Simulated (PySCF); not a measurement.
PySCF 2.14 output of a UHF calculation on a single atom or ion in cc-pVDZ-DK (6s5p3d1f, 43 functions), with scalar relativity by spin-free X2C-1e:

```
SCF conv_tol = 1e-09
number electrons alpha = 15  beta = 13
cycle= 1 E= -1519.09674744982  delta_E= -0.00648  |g|= 0.0266  |ddm|= 0.0384
cycle= 2 E= -1519.09685372299  delta_E= -0.000106  |g|= 0.0038  |ddm|= 0.00514
cycle= 3 E= -1519.09685638495  delta_E= -2.66e-06  |g|= 0.00128  |ddm|= 0.00246
cycle= 4 E= -1519.09685675085  delta_E= -3.66e-07  |g|= 0.000339  |ddm|= 0.00103
cycle= 5 E= -1519.09685684169  delta_E= -9.08e-08  |g|= 5.16e-05  |ddm|= 0.00062
cycle= 6 E= -1519.09685684358  delta_E= -1.9e-09  |g|= 9.66e-06  |ddm|= 0.000179
cycle= 7 E= -1519.09685684372  delta_E= -1.35e-10  |g|= 2.01e-06  |ddm|= 7.22e-05
converged SCF energy = -1519.09685684372  <S^2> = 2.0054314  2S+1 = 3.0036188
```

The run itself started from symmetry-adapted Hartree-Fock orbitals and held the occupation by maximum overlap, so the iterations belong to that start.

Task: Which element, charge and spin multiplicity is this?

Result: Ni (nickel, neutral), multiplicity 3; the state was [Ar] 3d8 4s2, high-spin 3F determinant.
